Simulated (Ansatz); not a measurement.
Consider the formal exchange of groups at the Se–C bond: `B[Se]CC` + `C=CCSC=C` → `B[Se]C=C` + `C=CCSCC`.

Program: Ansatz. Geometries: PBE0-D4/def2-TZVP. ΔE: electronic, gas phase. CCSD(T)/CBS is the MP2 limit (def2-TZVPP, def2-QZVPP) plus CCSD(T) − MP2 in def2-TZVPP, frozen cores. Functionals use def2-TZVPP. B3LYP here is the variant with VWN-RPA as its local correlation; programs differ in this. For Se outer-core shells are correlated without core-valence functions, which leaves a few kJ/mol of doubt a bond. Scalar relativity is left out up to krypton. Each species was taken in one conformer, which may not be the lowest.

| level | ΔE (kJ/mol) | difference from CCSD(T)/CBS |
| --- | --- | --- |
| PBE0-D4 | 5.6 | 1.7 |
| B3LYP-D4 | 5.5 | 1.6 |
| ωB97M-V | 3.8 | -0.1 |
| B2PLYP | 5.8 | 1.9 |
| r2SCAN | 7.7 | 3.8 |
| PBE0 | 6.8 | 2.9 |
| B3LYP | 7.4 | 3.5 |
| MP2/def2-TZVPP | 3.7 | -0.2 |
| CCSD/def2-TZVPP | 3.4 | -0.5 |
| CCSD(T)/def2-TZVPP | 3.7 | -0.2 |
| HF/def2-QZVPP | 3.8 | -0.1 |
| MP2/def2-QZVPP | 3.8 | -0.1 |
| SCS-MP2/def2-QZVPP | 3.7 | -0.2 |
| HF/CBS(def2) | 3.7 | -0.2 |
| MP2/CBS(def2) | 4.0 | 0.1 |
| CCSD/CBS(def2) | 3.7 | -0.2 |
| CCSD(T)/CBS | 3.9 | 0 |

Largest T1 diagnostic among the species: 0.013.
